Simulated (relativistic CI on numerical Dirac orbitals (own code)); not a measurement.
Computed by Dirac-Coulomb-Breit CI, orbitals from a KLI potential per configuration, a model potential for QED, unscaled Slater integrals (own radial code, finite nucleus).

Configuration list (outside the closed core [Ne]): 3s2.3p6.3d3, 3s2.3p5.3d4, 3s.3p6.3d4, 3s2.3p6.3d2.4s, 3s2.3p6.3d2.4p, 3s2.3p6.3d2.4d, 3s2.3p5.3d3.4s, 3s2.3p6.3d2.4f, 3s2.3p5.3d3.4p, 3s.3p6.3d3.4s, 3p6.3d4.4p, 3s.3p6.3d3.4p, 3s2.3p6.3d.4s.4p, 3s2.3p6.3d2.5s, 3s.3p6.3d3.4d, 3s2.3p6.3d2.5p, 3s2.3p6.3d.4p.4d, 3s2.3p6.3d2.5f, 3s.3p6.3d2.4s.4p, 3p6.3d5, 3p5.3d6, 3p5.3d5.4s, 3p6.3d4.4s, 3p5.3d4.4s2, 3s2.3p6.3d.4s2, 3s2.3p6.4s2.4p, 3s2.3p6.4s2.4d, 3s2.3p6.3d.4p2, 3s2.3p6.4s.4p2, 3s2.3p6.4p3, 3s2.3p6.4p2.4d, 3s2.3p5.3d.4s.4p2. Double excitations out of closed p, d and f shells are left out; levels of such configurations are missing from the list, as are those of other unlisted configurations, and high levels can miss mixing partners. These lack a partner that the ground configuration has and come out too high: 3s2.3p5.3d3.4p.

At this charge energies of transitions that change n are usually good to better than 1 %, and those within a shell (Δn = 0) to a few per cent.

Outline of the computed level scheme of Os LVI. Lowest level of each configuration: 3s2.3p6.3d3 4F_3/2 at 0.000 eV; 3s2.3p5.3d4 4P°_3/2 at 296.832 eV.

Some strong electric-dipole decays among the lowest 45 levels: 3s2.3p5.3d4 2D°_3/2 → 3s2.3p6.3d3 4F_3/2 (1.8e+12 s⁻¹); 3s2.3p5.3d4 2F°_5/2 → 3s2.3p6.3d3 4F_3/2 (1.5e+12 s⁻¹); 3s2.3p5.3d4 4D°_1/2 → 3s2.3p6.3d3 4F_3/2 (1.1e+12 s⁻¹); 3s2.3p5.3d4 4F°_7/2 → 3s2.3p6.3d3 4F_5/2 (2.6e+10 s⁻¹); 3s2.3p5.3d4 4P°_1/2 → 3s2.3p6.3d3 4F_3/2 (1.5e+10 s⁻¹); 3s2.3p5.3d4 6D°_3/2 → 3s2.3p6.3d3 4P_3/2 (1.4e+10 s⁻¹); 3s2.3p5.3d4 6D°_3/2 → 3s2.3p6.3d3 4P_1/2 (1.3e+10 s⁻¹); 3s2.3p5.3d4 6D°_7/2 → 3s2.3p6.3d3 4F_5/2 (1.1e+10 s⁻¹).

LS names give the leading component of a level, which can be under half, so a name can repeat, a term be missing and a line seem to break the LS rules.
